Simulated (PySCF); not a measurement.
**Ionising KSb**

ROHF-CCSD(T); basis K x2c-SVPall, Sb x2c-SVPall; spin-free X2C with a Gaussian nucleus; PySCF 2.14. Neutral (ROHF): triplet (π ↑↑), Re = 3.408 Å, ωe = 136 cm⁻¹, De = 0.74 eV.

KSb⁺ (UHF): quartet (σ ↑, π ↑↑), Re = 3.866 Å, ωe = 67.1 cm⁻¹, De = 0.23 eV to K⁺ + Sb. The energies at the minima are -7078.77265 hartree for KSb and -7078.60212 for KSb⁺.

Task: Work out the adiabatic ionisation energy, without and with harmonic zero-point energies (1 hartree = 27.2114 eV, 1 eV = 8065.5 cm⁻¹), and the change of the bond length.

Result: At CCSD(T): 0.17053 hartree = 4.640 eV between the minima; the zero-point term (67.1 − 136.0)/2 cm⁻¹ = -0.004 eV makes it 4.636 eV. Re changes by +45.8 pm against the neutral. The electron leaves a σ orbital, and the ion is left as a loose complex of an ion and an atom.

Correlated steps freeze 23 core orbitals. UHF and ROHF references stand side by side, which adds small steps between rows. Weak bonds: KSb⁺. Basis-set superposition, not corrected here, can be much of De in a small basis, most of all at correlated wavefunction levels. Spin–orbit coupling is left out, which matters for elements this heavy, above all for dissociation energies. For an ion De counts to the pair picked by the measured ionisation energies or electron affinities, which need not be the lowest pair at this level. States were picked by a PBE0 search and need not be the measured ground states.

Neutral and ion stand on different kinds of reference determinant, which adds to the error of the difference.
